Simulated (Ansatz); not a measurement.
Name a neutral molecule of In, O, Si and H with LUMO energy (PBE0/def2-TZVPP) between -1.80 and -1.50 eV and LUMO energy (PBE/def2-TZVPP) between -2.60 and -2.30 eV (Ansatz, PBE0-D4/def2-TZVP geometry).

`[SiH3][O][InH][O][SiH3]` (-1.54 eV, -2.46 eV); `[SiH3][O][InH2]` (-1.79 eV, -2.52 eV). Other molecules can fit too; these were computed, each in one conformer that needn't be the lowest.
